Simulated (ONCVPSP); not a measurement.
**Ta: excitation energies, all-electron against ONCV**

tantalum, optimised norm-conserving Vanderbilt (ONCV), made with ONCVPSP 4.0.1 (PBE, fully relativistic). Core [Kr] 4d10 4f14, reference 5s2 5p6 5d3 6s2. Waves: 5s+6s: rc 2.00 bohr, ncon 4, nbas 9, qcut 6.3 1/bohr, 2 projectors; 5p: rc 1.65 bohr, ncon 4, nbas 7, qcut 9.8 1/bohr, 1 projector; 5d: rc 2.95 bohr, ncon 4, nbas 8, qcut 5.9 1/bohr, 2 projectors, debl 3.4 Ha. Local part: polynomial inside 1.60 bohr (lpopt 5, dvloc0 -1 Ha). Core correction: none.

Open shells are filled in proportion to 2j + 1.

Energies are relative to the spin-unpolarised reference configuration 5s2 5p6 5d3 6s2; without spin polarisation the order of configurations can differ from experiment.

Question: Give the all-electron excitation energy and the error of the potential for: 5s2 5p6 5d3 6s1; 5s2 5p6 5d3 6s0; 5s2 5p6 5d2 6s0; 5s2 5p6 5d3 6s1.5.

Answer:

```csv
valence configuration,charge,ΔE all-electron (eV),error AE − PS (meV)
5s2 5p6 5d3 6s1,+1,8.472,+1.6
5s2 5p6 5d3 6s0,+2,23.446,+9.0
5s2 5p6 5d2 6s0,+3,47.038,+17
5s2 5p6 5d3 6s1.5,+0.5,3.464,+0.4
```
